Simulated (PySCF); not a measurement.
Input file for PySCF: R-BP86/6-31G* on CH7NSi (SMILES CN[SiH3]), a point of a torsion scan.

```python
from pyscf import gto, scf, dft, mp
from pyscf.data.elements import chemcore

mol = gto.M(
    atom='''
    C    -1.34083192    0.14865847    0.28945307
    N    -0.23547703   -0.15208541   -0.58743307
    Si    1.40803845    0.00311725   -0.10831842
    H    -2.23356586    0.38065889   -0.29542824
    H    -1.08466694    1.01881816    0.89043626
    H    -1.57980246   -0.67710591    0.97042030
    H    -0.46764892   -0.89745981   -1.22675512
    H     1.81626735   -0.82676182    1.03832070
    H     2.16198101   -0.38141933   -1.29800595
    H     1.58182596    1.40782799    0.26497569
    ''',
    basis='6-31g*',
    cart=True,
    charge=0, spin=0, verbose=3, max_memory=1800)
mf = dft.RKS(mol, xc='b88,p86')
mf.conv_tol = 1e-8
mf.max_cycle = 100
mf.kernel()
if not mf.converged:
    mf = mf.newton().run(mf.mo_coeff, mf.mo_occ)
```

Task: Give the final energy of this run.

Result: -386.5612 hartree.
